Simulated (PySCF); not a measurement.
Isomers of C6H10FN, from PBE0-D3(BJ)/def2-SVP geometry optimisation, gas phase in PySCF. One conformer each, no zero-point energy, no frequencies.

Question: Which isomer lies lowest at this level?
A. `[CH2:1]=[CH:2][CH2:3][C@@H:4]([F:5])[CH2:6][N:7]=[CH2:8]` with C1–C2–C3–C4 125°, C2–C3–C4–F5 59°, C3–C4–C6–N7 -53°, C4–C6–N7–C8 -114°: A = 4831, B = 993.3, C = 934.7 MHz, dipole 1.60 D
B. `[CH3:1][NH:2][CH2:3][C@@H:4]1[C@H:5]2[C@@H:6]([F:7])[C@@H:8]12` with C1–N2–C3–C4 67°, N2–C3–C4–C5 155°: A = 4689, B = 1054, C = 952.6 MHz, dipole 1.73 D
C. `[H]/[N:7]=[C:6]1\[CH2:5][CH2:4][C@:2]([CH3:1])([F:3])[CH2:8]1` with C1–C2–C4–C5 -168°, C2–C4–C5–C6 35°, C4–C5–C6–N7 163°, C5–C6–C8–C2 -8°: A = 3768, B = 1557, C = 1426 MHz, dipole 2.55 D

Answer: C. That is `[H]/N=C1\CC[C@](C)(F)C1`, 38.9 kcal/mol below the next.

| SMILES | mapped SMILES | E (Eh) | relative (kcal/mol) | relative (kJ/mol) | dipole (D) |
| --- | --- | --- | --- | --- | --- |
| [H]/N=C1\CC[C@](C)(F)C1 | [H]/[N:7]=[C:6]1\[CH2:5][CH2:4][C@:2]([CH3:1])([F:3])[CH2:8]1 | -388.54150 | 0.0 | 0.0 | 2.55 |
| C=CC[C@@H](F)CN=C | [CH2:1]=[CH:2][CH2:3][C@@H:4]([F:5])[CH2:6][N:7]=[CH2:8] | -388.47943 | 38.9 | 163.0 | 1.60 |
| CNC[C@@H]1[C@H]2[C@@H](F)[C@@H]12 | [CH3:1][NH:2][CH2:3][C@@H:4]1[C@H:5]2[C@@H:6]([F:7])[C@@H:8]12 | -388.45151 | 56.5 | 236.3 | 1.73 |

As drawn, the lowest has a C=N bond, which the highest lacks; the highest has a three-membered ring, which the lowest lacks.
